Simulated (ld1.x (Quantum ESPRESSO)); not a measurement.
# Before and after: ultrasoft potential for strontium (Sr)

ld1.x (Quantum ESPRESSO) 7.5 input, shortened:

```
&input
   title='Sr', zed=38., rel=1, dft='PBE', iswitch=3,
   config='[Kr] 4d0 5s2 5p0'
 /
 &inputp
   pseudotype=3, tm=.true., lloc=-2, rcloc=2.00,
   nlcc=.true.,
   which_augfun='PSQ', rmatch_augfun=2.15
 /
6
4S  1  0   2.00   0.00  2.40  2.55  0.0
5S  2  0   2.00   0.00  2.40  2.55  0.0
4P  2  1   6.00   0.00  2.10  2.40  0.0
5P  3  1   0.00   0.00  2.10  2.40  0.0
4D  3  2   0.00   0.00  2.20  2.85  0.0
4D  3  2   0.00   0.30  2.20  2.85  0.0
 &test
   configts(1)='4s2 4p6 4d0 5s2 5p0'
 /
```

All-electron outer shells of the reference configuration (PBE, scalar-relativistic, ld1.x):

```tsv
shell	level (eV)	outermost node (bohr)	outermost maximum (bohr)
3p	-256.15	0.19	0.43
3d	-128.02	–	0.38
4s	-40.90	0.59	1.19
4p	-22.82	0.61	1.33
5s	-3.53	1.65	3.72
5p	-1.28	1.96	4.83
4d	-1.28	0.65	2.12
```

Change: augmentation PSQ, inside the norm-conserving radii.

Cutoffs: the cutoffs (Ry, on a coarse ladder) from which the occupation-weighted sum of valence levels, in a spherical-Bessel basis at the reference potential, stays within 10 and 1 mRy of its value at 400 Ry; they do not see the model core or the augmentation charge, which bear on the density cutoff. Errors are all-electron minus pseudo energies relative to the spin-unpolarised reference configuration.

What does the change do?

The potential gets neither clearly harder nor softer (15 Ry and 25 Ry → 15 Ry and 25 Ry); of the 7 tests that both files solve, the error grows in 7 and shrinks in 0 by more than 15 % and 0.3 meV (median size 14.2 → 157.2 meV); neither file shows a bound ghost at the reference potential, the only one tested.

| quantity | base | changed |
| --- | --- | --- |
| cutoff, loose | 15 Ry | 15 Ry |
| cutoff, tight | 25 Ry | 25 Ry |
| bound ghosts | none | none |
| error for 4s2 4p6 4d0 5s1 5p0, meV [ΔE 5.89 eV] | -0.9 | -10 |
| error for 4s2 4p6 4d0 5s0 5p0, meV [ΔE 16.89 eV] | -14 | -157 |
| error for 4s2 4p6 4d0 5s1.5 5p0, meV [ΔE 2.34 eV] | -0.1 | -1.2 |
| error for 4s1 4p6 4d0 5s2 5p0, meV [ΔE 47.02 eV] | -58 | +225 |
| error for 4s2 4p5 4d0 5s2 5p0, meV [ΔE 28.31 eV] | -7.1 | +146 |
| error for 4s2 4p6 4d0 5s0 5p2, meV [ΔE 4.71 eV] | -36 | -205 |
| error for 4s2 4p6 4d0 5s0 5p1, meV [ΔE 8.82 eV] | -31 | -3891 |
| s: phases at 3.10 bohr within 0.05 rad from the reference energy up to (Ry; the scan ends near 5) | 2.3 | 2.3 |
| p: phases at 3.10 bohr within 0.05 rad from the reference energy up to (Ry; the scan ends near 5) | 3.9 | 3.9 |
| d: phases at 3.10 bohr within 0.05 rad from the reference energy up to (Ry; the scan ends near 5) | 2.0 | 2.0 |
| lowest overlap eigenvalue by channel | s 0.08, p 0.14, d 0.93 | s 0.08, p 0.14, d 0.93 |

Changed file: These tests converged, but a pseudo level misses the all-electron one widely, so the file describes the atom poorly there or has found another state: 4s2 4p6 4d0 5s0 5p1: 4s by 3.4 eV.
